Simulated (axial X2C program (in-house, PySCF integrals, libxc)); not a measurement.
## Density and ELF of ReF

Calculated with an in-house relativistic program for diatomic molecules. Two-component (2c) means X2C with spin–orbit coupling and atomic mean-field two-electron Coulomb and Gaunt terms. Basis: Re dyall-cv3z [13s14p9d7f4g], F dyall-av3z [7s6p3d2f] (cores contracted in-house); Gaussian nuclei, density fitting, unrestricted open shells. Masses: Re 186.956 u, F 18.998 u.

PBE0, two-component, state Ω = 3 (⟨Sz⟩ = 2.89, ⟨Lz⟩ = 0.11 at PBE0); Re at z = 0, F at z = 1.978 Å.

The maps cover the half plane through the axis: z from -2.4 to 4.2 Å along the bond, ρ from 0.15 to 2.25 Å away from it.

log10 of the density in e/bohr³:

```
 ρ\z  -2.4  -1.8  -1.2  -0.6   0.0   0.6   1.2   1.8   2.4   3.0   3.6   4.2
0.15  -2.7  -2.0  -1.3  -0.1   1.8  -0.1  -0.8   0.3  -0.2  -1.6  -2.9  -4.0
0.45  -2.7  -2.1  -1.4  -0.4   0.4  -0.4  -1.0  -0.2  -0.6  -1.8  -3.0  -4.0
0.75  -2.8  -2.2  -1.6  -0.9  -0.4  -0.9  -1.4  -0.9  -1.2  -2.1  -3.2  -4.2
1.05  -3.0  -2.4  -1.9  -1.4  -1.1  -1.4  -1.8  -1.6  -1.8  -2.5  -3.4  -4.3
1.35  -3.2  -2.6  -2.1  -1.8  -1.6  -1.9  -2.2  -2.2  -2.4  -3.0  -3.7  -4.6
1.65  -3.4  -2.9  -2.5  -2.2  -2.1  -2.3  -2.6  -2.7  -2.9  -3.4  -4.1  -4.9
1.95  -3.6  -3.2  -2.8  -2.6  -2.5  -2.7  -3.0  -3.2  -3.4  -3.8  -4.4  -5.2
2.25  -3.9  -3.5  -3.2  -3.0  -2.9  -3.1  -3.4  -3.7  -3.9  -4.3  -4.9  -5.5
```

Electron localisation function (collinear form, no current term, damped to 0 at low density):

```
 ρ\z  -2.4  -1.8  -1.2  -0.6   0.0   0.6   1.2   1.8   2.4   3.0   3.6   4.2
0.15  0.82  0.81  0.50  0.58  0.27  0.59  0.44  0.25  0.85  0.53  0.08  0.00
0.45  0.81  0.80  0.54  0.58  0.35  0.58  0.34  0.85  0.85  0.46  0.06  0.00
0.75  0.76  0.78  0.58  0.47  0.60  0.42  0.23  0.76  0.72  0.32  0.04  0.00
1.05  0.66  0.73  0.59  0.43  0.45  0.33  0.15  0.48  0.46  0.17  0.02  0.00
1.35  0.49  0.66  0.56  0.43  0.40  0.32  0.11  0.20  0.21  0.07  0.01  0.00
1.65  0.26  0.53  0.48  0.40  0.37  0.30  0.08  0.06  0.07  0.02  0.00  0.00
1.95  0.08  0.33  0.36  0.32  0.29  0.22  0.05  0.02  0.02  0.00  0.00  0.00
2.25  0.02  0.12  0.21  0.20  0.18  0.12  0.03  0.00  0.00  0.00  0.00  0.00
```

Axial spin density in 10⁻³ e/bohr³:

```
 ρ\z  -2.4  -1.8  -1.2   -0.6    0.0    0.6  1.2   1.8   2.4  3.0  3.6  4.2
0.15   2.1   9.5  37.5  112.9  171.9  155.2  0.1  79.3  15.3  0.8  0.1  0.0
0.45   1.8   8.2  31.4  111.4   88.0  113.9  1.8  16.0   6.2  0.6  0.1  0.0
0.75   1.5   6.1  21.9   69.7  122.7   60.6  3.1   1.1   1.5  0.3  0.1  0.0
1.05   1.1   4.0  13.0   34.0   53.3   27.2  2.9  -0.2   0.3  0.1  0.0  0.0
1.35   0.7   2.4   6.8   15.0   20.4   11.3  1.9  -0.1   0.0  0.0  0.0  0.0
1.65   0.4   1.3   3.3    6.3    7.8    4.6  1.1   0.0   0.0  0.0  0.0  0.0
1.95   0.2   0.7   1.5    2.6    2.9    1.8  0.5   0.1   0.0  0.0  0.0  0.0
2.25   0.1   0.3   0.7    1.0    1.1    0.7  0.2   0.0   0.0  0.0  0.0  0.0
```

Density functionals use the spin component along the axis (collinear). The state is one determinant with fixed occupations, lowest in a PBE0 search at one distance only: followed along the bond, the spin-free determinant M_S = 2, Λ = 0 reaches 0.02 eV lower at PBE0, at Re = 1.828 Å, so the state shown is not the lowest. With several unpaired electrons one determinant need not be a pure state. Open-shell Ω = 0 determinants with evenly filled partner blocks cannot be reached by this program, so the Ω shown need not be the lowest component.
